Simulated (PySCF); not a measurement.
A ladder of Hamiltonians for Sr(24+) (strontium, charge +24)

Occupied: 1s1/2, 2s1/2, 2p1/2, 2p3/2, 3s1/2, 3p1/2. Hartree-Fock calculated with PySCF 2.14 in an even-tempered Gaussian basis (17 s from 1.4 bohr⁻², ratio 2.7; 13 p from 1.7 bohr⁻², ratio 2.7), Gaussian nucleus throughout. NR is non-relativistic, sf-X2C the spin-free one-electron X2C Hamiltonian, X2C adds the bare one-electron spin-orbit term, X2C-SNSO screens it by Boettger's factors, DC is four-component Dirac-Coulomb, and the Gaunt and Breit terms are added at first order (total energies over the DC spinors, levels after relaxing the spinors in that mean field). QED terms are absent. Levels marked empty are virtual spinors of this ion; the basis has s and p functions only, so 3d, which can lie below the n = 4 levels, is absent.

```tsv
Hamiltonian	E (hartree)
X2C	-2800.4228
X2C-SNSO	-2800.3519
DC	-2800.9267
DC+Gaunt	-2799.1681
DC+Breit	-2799.3248
```

```json
{"level (eV)": "1s1/2", "X2C": "-17303.0", "X2C-SNSO": "-17303.2", "DC": "-17313.3", "DC+Gaunt": "-17285.4", "DC+Breit": "-17287.2"}
{"level (eV)": "2s1/2", "X2C": "-3321.5", "X2C-SNSO": "-3321.5", "DC": "-3322.6", "DC+Gaunt": "-3320.2", "DC+Breit": "-3320.3"}
{"level (eV)": "2p1/2", "X2C": "-3125.1", "X2C-SNSO": "-3122.4", "DC": "-3122.7", "DC+Gaunt": "-3118.4", "DC+Breit": "-3118.8"}
{"level (eV)": "2p3/2", "X2C": "-3043.6", "X2C-SNSO": "-3044.9", "DC": "-3045.7", "DC+Gaunt": "-3042.7", "DC+Breit": "-3043.2"}
{"level (eV)": "3s1/2", "X2C": "-1223.9", "X2C-SNSO": "-1223.9", "DC": "-1224.1", "DC+Gaunt": "-1223.6", "DC+Breit": "-1223.6"}
{"level (eV)": "3p1/2", "X2C": "-1161.8", "X2C-SNSO": "-1161.2", "DC": "-1161.3", "DC+Gaunt": "-1160.3", "DC+Breit": "-1160.4"}
{"level (eV)": "3p3/2 (empty)", "X2C": "-1092.1", "X2C-SNSO": "-1092.4", "DC": "-1092.6", "DC+Gaunt": "-1091.9", "DC+Breit": "-1092.1"}
{"level (eV)": "4s1/2 (empty)", "X2C": "-597.51", "X2C-SNSO": "-597.52", "DC": "-597.59", "DC+Gaunt": "-597.40", "DC+Breit": "-597.43"}
```

Q: How large are the two-electron picture-change error of X2C and the Breit correction in the total energy?

A: X2C-1e lies 0.5039 hartree above Dirac-Coulomb; Gaunt adds 1.7586 and the full Breit term 1.6018 hartree.

| interval (eV) | X2C | X2C-SNSO | DC | DC+Gaunt | DC+Breit |
| --- | --- | --- | --- | --- | --- |
| 2p3/2 − 2p1/2 | 81.52 | 77.46 | 76.97 | 75.65 | 75.67 |

Weight of the small component: 1s1/2 0.0191, 2s1/2 0.00397, 2p1/2 0.00393, 2p3/2 0.00381, 3s1/2 0.00135, 3p1/2 0.00132, 3p3/2 0.00127, 4s1/2 0.000593.

Koopmans' value for the highest occupied level at DC+Breit: 1160.4 eV, against an ionisation energy of 1165 ± 3 eV (semi-empirical (NIST evaluation); NIST Atomic Spectra Database, ionization energies); the former lacks relaxation, correlation, QED and recoil.

The whole ladder took 110 s of wall time on 1 thread of Neoverse-N1 (shared host), launched as `OMP_NUM_THREADS=1 python relrun2.py TASK.json OUT` (a driver that calls PySCF for each Hamiltonian).
